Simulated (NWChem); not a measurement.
System: CH7BGe; SMILES C[BH][GeH3]

The following NWChem deck was run.

```
start job
memory heap 200 mb stack 900 mb global 1100 mb
geometry units angstroms noautosym nocenter noautoz
  B     -0.607114     1.112777     0.034316
  Ge     0.055642    -0.857143    -0.021317
  H     -0.500191    -1.570500    -1.284938
  H      1.598646    -1.016866    -0.057600
  H     -0.464658    -1.676744     1.190094
  H     -1.787475     1.281030     0.162233
  C      0.329162     2.359730    -0.018950
  H      0.437783     2.673841     1.037130
  H     -0.117714     3.222291    -0.529348
  H      1.341478     2.189196    -0.398540
end
basis spherical
  * library 6-31g*
end
dft
  xc hfexch
  iterations 150
end
property
  shielding
  efieldgrad
end
task dft property
```

All runs use the structure optimised with B3LYP/6-31G* (spherical d).

GIAO values for the isolated, static molecule; σ is the absolute isotropic shielding, δ = σ(reference) − σ with the isolated reference molecule computed at the same levels (11B: boron trifluoride, 13C: tetramethylsilane, 1H: tetramethylsilane).

Atoms are numbered as in the input.

Q: What results follow from this input? (Hartree-Fock/6-31G* (spherical d), GIAO.) Quantities: δ B1 (ppm); σ Ge2 (ppm); δ H3 (rotor mean) (ppm); δ H6 (ppm); δ C7 (ppm); δ H8 (rotor mean) (ppm).

A: 
```json
{
 "δ B1 (ppm)": "91.2",
 "σ Ge2 (ppm)": "1891.2",
 "δ H3 (rotor mean) (ppm)": "3.92",
 "δ H6 (ppm)": "9.59",
 "δ C7 (ppm)": "18.7",
 "δ H8 (rotor mean) (ppm)": "1.52"
}
```
